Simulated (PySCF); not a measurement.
Unrelated species, one level of theory. Method used: PySCF, TDDFT CAM-B3LYP/def2-SVPD, vertical, gas phase, core orbitals frozen in the response. Geometries: GFN2-xTB; one conformer of each isolated species. Triplets are in the Tamm–Dancoff approximation. 'Strongest' means the level of largest summed f among the lowest 8 singlets; it needn't be the same kind of state in each.

Question: Rank by computed lowest singlet excitation energy, lowest first.
A. `FCC1=C(F)OC=CO1`
B. `[SiH3]O[Si@@H]1C[SiH2]O1`
C. `C=C/C(Cl)=C/C=C\Cl`
D. `CCCn1ncc(F)n1`
E. `O=C(O)[C@@]1(F)C/C1=C/F`
F. `FC(F)Oc1ccoc1`

Answer: A (4.36 eV), C (4.50 eV), E (5.87 eV), F (6.09 eV), D (6.43 eV), B (6.87 eV).

```
                  SMILES  S1 (eV)  f (strongest)  f (S1)  first f ≥ 0.01 (nm)  T1 (eV)      S1 mainly
         FCC1=C(F)OC=CO1     4.36           0.08   0.002                  226     3.22      H→L (98%)
      C=C/C(Cl)=C/C=C\Cl     4.50           0.95   0.954                  275     2.36      H→L (98%)
 O=C(O)[C@@]1(F)C/C1=C/F     5.87           0.30   0.002                  186     4.25  H-1→L+1 (43%)
           FC(F)Oc1ccoc1     6.09           0.31   0.142                  204     3.91      H→L (96%)
           CCCn1ncc(F)n1     6.43           0.21   0.205                  193     4.75      H→L (91%)
[SiH3]O[Si@@H]1C[SiH2]O1     6.87           0.11   0.108                  181     6.32      H→L (90%)
```

H and L stand for HOMO and LUMO.

Mean S1 by what the SMILES shows (count): an aromatic ring 6.26 eV (2); a double or triple bond but no aromatic ring 4.91 eV (3).

- `FCC1=C(F)OC=CO1`: Löwdin shares by element: HOMO oxygen 43%, carbon 27% or more (atoms not listed hold the other 30%); LUMO carbon 64% or more (atoms not listed hold the other 36%).
- `C=C/C(Cl)=C/C=C\Cl`: Löwdin shares by element: HOMO carbon 59% or more (atoms not listed hold the other 41%); LUMO carbon 64% or more (atoms not listed hold the other 36%).
- `O=C(O)[C@@]1(F)C/C1=C/F`: Löwdin shares by element: HOMO carbon 72% or more, fluorine 15% or more; LUMO carbon 50% or more, oxygen 9% or more (atoms not listed hold the other 41%).
- `FC(F)Oc1ccoc1`: Löwdin shares by element: HOMO carbon 68% or more, oxygen 9% or more (atoms not listed hold the other 22%); LUMO carbon 53% or more, oxygen 19% or more (atoms not listed hold the other 28%).
- `CCCn1ncc(F)n1`: Löwdin shares by element: HOMO carbon 41% or more, nitrogen 24% or more, fluorine 10% (atoms not listed hold the other 25%); LUMO nitrogen 63%, carbon 11% or more (atoms not listed hold the other 26%).
- `[SiH3]O[Si@@H]1C[SiH2]O1`: Löwdin shares by element: HOMO carbon 35%, silicon 25% or more, oxygen 13% or more (atoms not listed hold the other 26%); LUMO silicon 39% or more, carbon 13%, oxygen 11% or more (atoms not listed hold the other 36%).
